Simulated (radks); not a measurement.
The numbers below are computed, except where a source is named.
The ytterbium ion Yb+ inside a hard spherical wall (all orbitals vanish at R), configuration held at [Xe] 4f14 6s1 and not refilled when levels cross. Level of theory: scalar-relativistic Kohn-Sham, LDA (Slater exchange, VWN5 correlation), spin-unpolarised, spherical densities, finite nucleus; Fermi nuclear charge, rms radius 5.3108 fm (a radial shooting solver on a logarithmic mesh with Libxc functionals). Eigenvalues in eV, with the zero of energy where the potential of the charges vanishes at infinity; a dash marks a level that is unbound or too diffuse for the functional's potential to be trusted. A positive occupied level is held by the wall or, in an anion where self-interaction has pushed it up, behind a barrier. The pressure on the wall is -dE/dV.

R (bohr)	E (hartree)	kinetic (hartree)	e(5s)	e(5p)	e(4f)	e(6s)	e(5d, empty)	e(6p, empty)	pressure (GPa)
free	-14049.2993	15302.569	-61.984	-34.469	-10.067	-9.551	-6.746	-5.669	0
15	-14049.2993	15302.569	-61.984	-34.469	-10.067	-9.551	-6.746	-5.668	< 0.0001
12	-14049.2993	15302.570	-61.983	-34.468	-10.066	-9.550	-6.745	-5.660	0.000226
8	-14049.2970	15302.592	-61.874	-34.361	-9.958	-9.423	-6.622	-5.231	0.110
7	-14049.2911	15302.635	-61.699	-34.191	-9.785	-9.169	-6.415	-4.608	0.480
5	-14049.2093	15303.046	-60.514	-33.066	-8.561	-6.443	-4.745	0.419	10.2
3.5	-14048.6376	15305.566	-56.510	-29.204	-3.948	7.594	1.929	20.935	194
3	-14047.7924	15309.258	-52.383	-24.864	1.084	23.673	8.993	41.786	692
2	-14037.3877	15349.331	-19.809	13.544	37.319	150.36	63.467	187.81	16800
1.5	-14004.3412	15460.436	61.683	110.16	103.37	418.22	184.42	476.05	138000
